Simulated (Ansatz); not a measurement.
C2H4AlNTe, SMILES `C1=N[CH2][AlH][Te]1`, relaxed with RKS PBE0-D4/def2-TZVP in the Gaussian-basis code of Ansatz from a PBE-D4/def2-SVP geometry. The force threshold is 0.005 eV/Å; the program also tests the step.

Charge 0, multiplicity 1. Te takes the def2 core potential.

Start:

```xyz
9

C     0.295   -1.394   -0.855
N     0.531   -1.146    0.359
C     0.239    0.108    1.008
Al   -0.629    1.435   -0.239
Te   -0.642    0.030   -2.324
H     0.543   -2.374   -1.304
H    -0.384   -0.096    1.909
H     1.187    0.512    1.433
H    -1.141    2.927    0.013
```

**Question.** How much energy does the relaxation release, and in how many steps? (Estimate.)

**Answer.** Ansatz gave: 5.21 kJ/mol, in 9 steps, 1 of them rejected.

**Question.** Which bonds change most? (An estimate is asked.)

**Answer.** The calculation gave: C1–Te5 from 2.250 to 2.187 Å; C3–Al4 from 2.017 to 1.989 Å; Al4–Te5 from 2.514 to 2.493 Å; Al4–H9 from 1.598 to 1.580 Å.

**Question.** Give the relaxed structure. (Best estimate.)

**Answer.** Ansatz gave: 
```xyz
9

C     0.288   -1.367   -0.853
N     0.538   -1.137    0.348
C     0.239    0.113    1.000
Al   -0.616    1.421   -0.230
Te   -0.645    0.003   -2.281
H     0.537   -2.332   -1.291
H    -0.389   -0.102    1.874
H     1.170    0.502    1.431
H    -1.122    2.899    0.005
```
